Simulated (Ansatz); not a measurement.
# Molecular dynamics of HF

Input file:

```yaml
accuracy: low
crystal:
  lattice:
    - [6.479224, 0.0, 0.0]
    - [0.0, 6.479224, 0.0]
    - [0.0, 0.0, 6.479224]
  atoms:
    - { symbol: F, position: [0.04454756, 0.40758981, 0.31140152] }
    - { symbol: H, position: [0.0718144, 0.35282832, 0.44853896] }
    - { symbol: F, position: [0.73302876, 0.60346668, 0.39341115] }
    - { symbol: H, position: [0.85239315, 0.5236796, 0.34394958] }
    - { symbol: F, position: [0.72828853, 1.01326209, 1.00236091] }
    - { symbol: H, position: [0.76370956, 0.93546768, 0.88245719] }
    - { symbol: F, position: [0.35788881, 0.72522145, 0.9886395] }
    - { symbol: H, position: [0.34417182, 0.81671578, 0.87242449] }
    - { symbol: F, position: [0.22683273, 0.84616484, 0.32554763] }
    - { symbol: H, position: [0.29579644, 0.8104583, 0.19440196] }
    - { symbol: F, position: [0.86729093, 0.81151427, 0.68331228] }
    - { symbol: H, position: [0.8059984, 0.73060512, 0.57193725] }
    - { symbol: F, position: [1.07701415, 0.28724087, 0.67769496] }
    - { symbol: H, position: [1.15413719, 0.16213459, 0.69373431] }
    - { symbol: F, position: [0.31647731, 0.96730077, 0.66836844] }
    - { symbol: H, position: [0.29428657, 0.90904434, 0.52849466] }
basis:
  ecutwfc: 420.0
kpoints:
  mp_grid: { grid: [1, 1, 1] }
hamiltonian:
  xc: pbe
scf:
  occupations: { method: fermi_dirac, width: 0.02 }
  lower_state_search: "off"
md:
  timestep: 0.5
  n_steps: 300
  ensemble: nvt_langevin
  temperature: 700.0
  initial_velocities: maxwell_boltzmann
  seed: 214073
  friction: 0.02
```

Launched with:

```bash
$ ansatz run input.yaml --threads 1 --pin off --max-ram 3072MiB --backend cpu --events-out ev --progress --plain --runs-dir out
```

It starts from a partly relaxed structure (largest force component 0.21 eV/Å).

Output, in part (step lines):

```
md step     0: t =     0.00 fs  T =   656.2 K  F+E_penalty+E_count = -6596.34636437 eV  E_kin = 1.357230 eV  (9 SCF iters)
md step     1: t =     0.50 fs  T =   628.5 K  F+E_penalty+E_count = -6596.29956531 eV  E_kin = 1.299924 eV  (7 SCF iters)
md step     2: t =     1.00 fs  T =   603.3 K  F+E_penalty+E_count = -6596.18281667 eV  E_kin = 1.247755 eV  (7 SCF iters)
md step     3: t =     1.50 fs  T =   543.2 K  F+E_penalty+E_count = -6596.04815217 eV  E_kin = 1.123363 eV  (7 SCF iters)
md step     4: t =     2.00 fs  T =   500.5 K  F+E_penalty+E_count = -6595.96138892 eV  E_kin = 1.035176 eV  (7 SCF iters)
md step     5: t =     2.50 fs  T =   466.0 K  F+E_penalty+E_count = -6595.95012077 eV  E_kin = 0.963664 eV  (5 SCF iters)
md step     6: t =     3.00 fs  T =   485.9 K  F+E_penalty+E_count = -6595.99788633 eV  E_kin = 1.004856 eV  (5 SCF iters)
md step     7: t =     3.50 fs  T =   498.3 K  F+E_penalty+E_count = -6596.07110610 eV  E_kin = 1.030468 eV  (5 SCF iters)
[... lines left out ...]
md step   299: t =   149.50 fs  T =   753.0 K  F+E_penalty+E_count = -6594.65596333 eV  E_kin = 1.557381 eV  (5 SCF iters)
md step   300: t =   150.00 fs  T =   724.4 K  F+E_penalty+E_count = -6594.57346888 eV  E_kin = 1.498176 eV  (8 SCF iters)
```

The steps, from the saved trajectory:

```tsv
time (fs)	T (K)	potential energy less start (eV)
0.0	656	0.000
5.0	558	0.260
10.0	482	0.476
15.0	562	0.531
20.0	577	0.481
25.0	760	0.539
30.0	599	0.877
35.0	593	0.896
40.0	749	0.812
45.0	979	0.636
50.0	809	0.804
55.0	627	1.150
60.0	653	1.022
65.0	632	1.386
70.0	747	1.301
75.0	598	1.450
80.0	723	1.221
85.0	737	1.053
90.0	525	1.087
95.0	589	1.152
100.0	581	1.266
105.0	718	1.080
110.0	694	1.160
115.0	857	1.088
120.0	632	1.391
125.0	651	1.359
130.0	713	1.420
135.0	878	1.202
140.0	822	1.444
145.0	703	1.833
150.0	724	1.773
```

The run went to its last step. A run of 0.15 ps of so small a system gives no equilibrium averages. Limits of this set-up: coarse k mesh, low accuracy level.

Mean squared displacements from the first frame to the last, about the centre of mass: F 0.77 Å², H 0.82 Å².

Last frame:

```xyz
16
Lattice="6.4792 0.0000 0.0000 0.0000 6.4792 0.0000 0.0000 0.0000 6.4792" Properties=species:S:1:pos:R:3
F -0.065 1.406 1.006
H -0.267 1.113 1.918
F 5.152 3.855 1.944
H 5.485 2.936 1.943
F 4.582 7.044 6.240
H 4.534 6.170 5.871
F 2.506 4.936 7.123
H 2.389 5.488 6.398
F 1.559 5.359 2.850
H 1.961 5.381 1.908
F 5.514 5.168 4.048
H 5.742 4.364 3.465
F 6.736 2.244 3.612
H 7.043 1.725 4.230
F 2.117 6.141 5.077
H 1.624 5.893 4.314
```

Time of the run: 4 min on 1 thread of Intel(R) Xeon(R) Platinum 8488C (Sapphire Rapids) (shared host), peak memory 0.4 GiB.
